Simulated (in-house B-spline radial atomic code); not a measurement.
## Ionising As IV (As3+) with different functionals

Computed with a B-spline radial code for spherical atoms: non-relativistic Hamiltonian, point nucleus, spin-polarised at highest spin, spherical fractional occupations for the functionals, the average over the highest-spin determinants for Hartree-Fock. The ionisation energy is the difference of two self-consistent energies, [Ar] 3d10 4s2 → [Ar] 3d10 4s1, without Breit or QED terms; ε is the level of the shell that loses the electron (its least bound occupied spin orbital). There is no spin-orbit coupling in this Hamiltonian.

```csv
method,rung,ΔSCF (eV),-ε(4s) (eV)
Hartree-Fock,Hartree-Fock,47.16,47.39
HF fractional,Hartree-Fock,47.16,47.39
LDA VWN5,LDA,49.89,44.18
LDA PW92,LDA,49.89,44.17
LDA exchange-only,LDA,?,?
PBE,GGA,49.47,43.75
PBEsol,GGA,49.35,43.78
BLYP,GGA,49.69,43.86
RPBE,GGA,49.26,43.55
PW91,GGA,49.57,43.88
BP86,GGA,49.57,43.98
AM05,GGA,49.29,43.74
OLYP,GGA,49.03,43.32
TPSS,meta-GGA,?,?
SCAN,meta-GGA,49.12,44.18
r2SCAN,meta-GGA,49.00,44.04
M06-L,meta-GGA,49.13,43.67
revTPSS,meta-GGA,48.99,43.65
PBE0,global hybrid,49.08,44.90
B3LYP,global hybrid,49.58,44.94
TPSSh,global hybrid,48.97,44.14
M06-2X,global hybrid,49.18,45.29
BHandHLYP,global hybrid,49.02,46.12
r2SCAN0,global hybrid,48.81,45.14
B97-1,global hybrid,49.41,44.64
HSE06,range-separated hybrid,49.16,44.63
wB97X,range-separated hybrid,49.22,47.70
CAM-B3LYP,range-separated hybrid,49.55,46.66
LC-wPBE,range-separated hybrid,49.15,48.03
```

Q: What does TPSS give?

A: ΔSCF 49.08 eV, and -ε(4s) = 43.67 eV.

Q: What does LDA exchange-only give?

A: ΔSCF 48.26 eV, and -ε(4s) = 42.76 eV.

Q: Among the functionals, which spreads more, the ΔSCF values or the orbital energies?

A: The orbital energies: ΔSCF values span about 1.63 eV and the orbital energies 5.27 eV.

Q: How do they compare with the NIST value?

A: NIST lists 50.15 eV ± 0.06 (measured, ground level to ground level). Errors run from -2.99 to -0.26 eV; LDA PW92 is closest (-0.26 eV), though others lie within the uncertainty of it, and part of that can be cancellation, since the calculations leave out relativity, Breit-QED terms. Hartree-Fock also lacks correlation.
